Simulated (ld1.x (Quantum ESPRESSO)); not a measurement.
**Transferability test, TM potential for Tc (Z = 43)**

ld1.x (Quantum ESPRESSO) 7.5 input, shortened:

```
&input
   title='Tc', zed=43., rel=2, dft='PBE', iswitch=3,
   config='[Kr] 4d5 4f-2 5s2 5p0', rel_dist='average'
 /
 &inputp
   pseudotype=2, tm=.true., lloc=-1, rcloc=2.65,
   nlcc=.false.
 /
4
5S  1  0   2.00   0.00  2.90  2.90  0.0
5P  2  1   0.00   0.00  2.70  2.70  0.0
4D  3  2   5.00   0.00  1.50  1.50  0.0
4F  4  3  -2.00   0.10  2.60  2.60  0.0
 &test
   configts(1)='4d5 5s2 5p0'
 /
```

Open shells are filled in proportion to 2j + 1 (rel_dist='average').

Energies are relative to the spin-unpolarised reference configuration 4d5 5s2 5p0; without spin polarisation the order of configurations can differ from experiment.

```
valence configuration  charge  ΔE all-electron (eV)  error AE − PS (meV)
          4d5 5s1 5p0      +1                 8.154                 +9.6
          4d5 5s0 5p0      +2                23.005                  +76
          4d4 5s0 5p0      +3                51.708                 +129
          4d6 5s1 5p0       0                -0.939                  -54
          4d6 5s0 5p0      +1                 6.166                  -76
          4d4 5s2 5p1       0                 6.600                  -27
```

(1) What are ΔE and the potential's error for 4d5 5s0 5p1?

Results:

(1) ΔE = 12.731 eV all-electron; the error (AE − PS) is +32 meV.
